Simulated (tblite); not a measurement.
C₄H₁₄OSSi₂.
Structure used (GFN2-xTB), in Å, numbered top down from 1:
```
atom  x, y, z in Å
C1     2.6545   -0.2235    0.2078
C2     1.6235   -0.7561   -0.7802
Si3   -0.0847    0.0455   -0.5769
O4    -1.2275   -0.6537   -1.5162
C5    -0.8142   -0.0722    1.1665
Si6   -1.0011   -1.8515    1.8099
S7     0.1511    2.1073   -1.2302
C8    -1.5880    2.6348   -1.1441
H9     2.3570   -0.4478    1.2294
H10    2.7490    0.8547    0.1054
H11    3.6300   -0.6722    0.0299
H12    1.5214   -1.8339   -0.6506
H13    1.9946   -0.5918   -1.7935
H14   -1.1023   -0.7507   -2.4578
H15   -1.7943    0.4040    1.1728
H16   -0.1920    0.4972    1.8560
H17   -1.8872   -2.6183    0.9369
H18    0.3160   -2.4922    1.8669
H19   -1.5654   -1.7951    3.1629
H20   -1.8655    2.7940   -0.1068
H21   -1.6652    3.5654   -1.6960
H22   -2.2200    1.8757   -1.5929
```

Method: GFN2-xTB as coded in tblite; computed harmonic values from a numerical Hessian at the method's own geometry, unscaled. The method is semi-empirical: single wavenumbers can be off by several per cent or more. Modes of hydrogen on silicon can be 10 to 20 % off. One conformer, not necessarily the lowest.

Harmonic wavenumbers (cm⁻¹): 33.1, 39.6, 47.2, 82.8, 97.5, 119.7, 126.3, 148.4, 163.8, 172.4, 224.6, 239.2, 258.4, 282.3, 318.7, 454.7, 491.5, 532.8, 657.9, 690.8, 724.0, 728.3, 739.7, 778.8, 784.1, 788.6, 796.9, 839.0, 872.6, 949.9, 959.4, 985.1, 1019.5, 1026.6, 1084.5, 1140.1, 1243.1, 1296.7, 1320.9, 1417.0, 1444.6, 1457.0, 1462.4, 1477.3, 1509.9, 1511.7, 2233.3, 2242.1, 2283.5, 2970.5, 2981.5, 2985.9, 2991.6, 3020.8, 3030.7, 3034.0, 3038.4, 3041.3, 3057.8, 3642.6.

A = 1396, B = 802.2, C = 636.0 MHz; mass 166.030 u (most abundant isotopes); point group C1, symmetry number 1.

Problem. What is the zero-point energy?

Solution. ½Σν̃ = 37047 cm⁻¹ = 105.92 kcal/mol.

Problem. Give the ideal-gas entropy at 298.15 K and 1 bar in the rigid-rotor, harmonic-oscillator model (classical rotation).

Solution. Translation 41.26, rotation 30.49, vibration 50.66: S = 122.4 cal/(mol K).

Problem. And Cp and H(298.15 K) − H(0)?

Solution. Cp = 51.26 cal/(mol K), of which vibrations give 43.32 (their classical limit is 60 R = 119.2); H(298.15 K) − H(0) = 9.70 kcal/mol without the zero-point energy, 7.33 from vibrations.

Problem. Which modes carry the vibrational entropy at 298.15 K?

Solution. 33.1 cm⁻¹: 5.63; 39.6 cm⁻¹: 5.28; 47.2 cm⁻¹: 4.93; 82.8 cm⁻¹: 3.82; 97.5 cm⁻¹: 3.50; 119.7 cm⁻¹: 3.11 cal/(mol K); the other 54 give 24.39 together.

Problem. Blend soft modes into free rotors: weight 1/[1 + (100 cm⁻¹/ν̃)⁴] for the oscillator and the rest for a rotor with moment μB/(μ + B), μ = h/(8π²ν), B = 10⁻⁴⁴ kg m². What vibrational entropy results?

Solution. 45.12 cal/(mol K) in place of 50.66, which changes −T·S at 298.15 K by +1.65 kcal/mol.

Hindered rotation and anharmonicity are outside this model. Other conformers, if any are populated, would add a mixing term that is left out. The structure is chiral; the term R ln 2 for an equal mix with its mirror image is left out.
